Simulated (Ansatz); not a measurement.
Basis sets compared for the cluster Mg₉Se₉. Total charge 0; singlet. Geometry PBE-D4/def2-SVP. Ansatz on 2 threads of AMD EPYC 7R13 on a shared host and a share (18 GiB) of an NVIDIA H100 80GB HBM3; times are rough, and most runs start from earlier orbitals.

| atom | x (Å) | y (Å) | z (Å) |
| --- | --- | --- | --- |
| Mg1 | -2.909 | 1.210 | -0.728 |
| Mg2 | -1.090 | 1.437 | 1.988 |
| Mg3 | 0.144 | 1.306 | -1.884 |
| Mg4 | 1.427 | 0.055 | 0.955 |
| Mg5 | -1.319 | 3.629 | -0.355 |
| Mg6 | 1.658 | -3.195 | 0.654 |
| Mg7 | -0.444 | -2.294 | 2.323 |
| Mg8 | 2.772 | -1.715 | -1.977 |
| Mg9 | -0.146 | -1.986 | -2.175 |
| Se10 | 1.258 | -0.295 | -3.494 |
| Se11 | -3.109 | 2.802 | 1.278 |
| Se12 | 0.949 | 2.565 | 0.296 |
| Se13 | -1.229 | -0.732 | -0.164 |
| Se14 | 1.410 | -3.937 | -1.816 |
| Se15 | -1.957 | 2.624 | -2.619 |
| Se16 | 0.702 | 0.310 | 3.539 |
| Se17 | -1.608 | -0.504 | 3.784 |
| Se18 | 3.490 | -1.280 | 0.396 |

Single mean-field runs in def2-SVP, def2-TZVP are fitted with def2-universal-jkfit. Another isomer (singlet) lies 2.00 eV lower at PBE0-D4/def2-TZVP; other spin states weren't run for this one.

Binding counts from free atoms (Mg singlet, Se triplet) in the same basis, without a counterpoise term.

```tsv
level	functions	energy (Eh)	HOMO (eV)	LUMO (eV)	binding per atom (eV)	wall time
PBE-D4/def2-SVP (with forces)	450	-23408.2187	-4.70	-3.16	2.87	8 s
PBE0-D4/def2-SVP	450	-23409.0943	-5.40	-2.57	2.85	14 s
```

(1) Estimate the rows for PBE-D4/def2-TZVP, PBE0-D4/def2-TZVP.

Results:

(1) 
| level | functions | energy (Eh) | HOMO (eV) | LUMO (eV) | binding per atom (eV) | wall time |
| --- | --- | --- | --- | --- | --- | --- |
| PBE-D4/def2-TZVP | 720 | -23411.4958 | -4.68 | -3.12 | 2.85 | 9.5 s |
| PBE0-D4/def2-TZVP | 720 | -23412.3717 | -5.36 | -2.51 | 2.84 | 16 s |
